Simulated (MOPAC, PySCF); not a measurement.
C9H7NSSi, SMILES `N#Cc1cc([SiH3])c2ccsc2c1`, neutral singlet in the gas phase. 

Cartesian coordinates (Å):
```xyz
19

N      4.6060    -1.0705    -0.0325
C      3.4424    -0.9105    -0.0175
C      2.0239    -0.7055     0.0001
C      1.5004     0.6189    -0.0700
C      0.1233     0.8680    -0.0559
Si    -0.5283     2.6400    -0.1505
C     -0.7631    -0.2471     0.0314
C     -2.2016    -0.2675     0.0636
C     -2.7135    -1.5402     0.1517
S     -1.4877    -2.7769     0.2026
C     -0.2218    -1.5709     0.1009
C      1.1575    -1.8127     0.0863
H      2.2139     1.4536    -0.1364
H      0.6443     3.5748    -0.2331
H     -1.4050     2.8168    -1.3613
H     -1.3526     2.9658     1.0662
H     -2.8327     0.6310     0.0221
H     -3.7698    -1.8353     0.1921
H      1.5646    -2.8320     0.1402
```
Charge 0, spin multiplicity 1.

All levels are single points at this geometry (PBE-D3(BJ)/def2-SVP); Pople sets use spherical d functions. Orbital energies aren't observables, and empty levels follow the basis.

PM7 in MOPAC gives dipole (D) = 4.67.

Task: Estimate the dipole (D) from each of these levels: PBE-D3(BJ)/def2-TZVP in PySCF; B3LYP/LANL2DZ in PySCF; PBE/6-31G* in PySCF; HF/6-31G* in PySCF; HF/STO-3G in PySCF.

Result: 
```csv
level,dipole (D)
PBE-D3(BJ)/def2-TZVP in PySCF,5.26
B3LYP/LANL2DZ in PySCF,5.20
PBE/6-31G* in PySCF,5.02
HF/6-31G* in PySCF,5.38
HF/STO-3G in PySCF,4.45
```
